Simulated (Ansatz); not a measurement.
Basis-set extrapolation for CH2BFO (`FC1BO1`) (PBE0-D4/def2-TZVP geometry, frozen core, Ansatz). Multiplicity 1, RHF reference.

```csv
,def2-TZVPP,def2-QZVPP
HF,-238.093628,-238.104515
MP2 correlation,-0.736808,-0.796552
CCSD(T) correlation,-0.778490,not run
```

Energies in hartree. Use E(X) = E(∞) + A·exp(−7.88·√X) for Hartree–Fock and E(X) = E(∞) + B·X^(−2.97) for correlation, with X = 3 and 4, and add CCSD(T) minus MP2 of the smaller set to the MP2 limit.

Problem. What is the CCSD(T) energy at the basis-set limit?

Solution. HF limit: -238.104515 + (-0.010887) × 0.13774 = -238.10601. MP2 limit: -0.796552 + (-0.059744) × 0.74074 = -0.84081. Higher-order term: -0.778490 − (-0.736808) = -0.04168. Total: -238.98850 hartree, 3.17 eV below CCSD(T)/def2-TZVPP.
